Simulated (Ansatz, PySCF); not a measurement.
Potential energy curve for SeH (cation, charge +1), lowest singlet found (which spin is the ground state isn't settled by this scan).

Methods: RKS-B3LYP/3-21G = restricted B3LYP/3-21G in PySCF 2.14.0; FCI = full CI/cc-pVTZ, cores with 3d frozen (Ansatz, a program for electronic structure).

Energies relative to the lowest point of each curve between 1.27 and 1.81 Å, where full CI is lowest, in kJ/mol:

```tsv
R / Å	RKS-B3LYP/3-21G
1.17	175.5
1.32	41.3
1.38	17.6
1.49	0.3
1.53	0.0
1.71	21.8
1.81	43.7
1.92	71.6
2.05	107.1
2.44	209.9
2.68	262.6
3.34	358.1
```

**Question.** Predict the corresponding FCI column.

**Answer.** 1.17: 175.3; 1.32: 37.3; 1.38: 14.0; 1.49: 0.0; 1.53: 1.5; 1.71: 33.6; 1.81: 61.3; 1.92: 94.7; 2.05: 134.5; 2.44: 237.1; 2.68: 281.7; 3.34: 341.2 (kJ/mol).

The scan ran from 1.08 to 5.12 Å; beyond the distances shown full CI changes its symmetry label. The restricted form behind RKS-B3LYP/3-21G keeps the bonding electrons paired and can't separate into open-shell fragments. Also computed but left out beside FCI, since their determinant holds another spin at the minimum (<S²> over 0.7 above the pure value): UHF, UMP2, UCCSD, UCCSD(T), UKS-BLYP, UKS-B3LYP, UKS-PBE, UKS-B3LYP/6-31G*, UHF/LANL2DZ, UMP2/3-21G, UKS-B3LYP/3-21G.
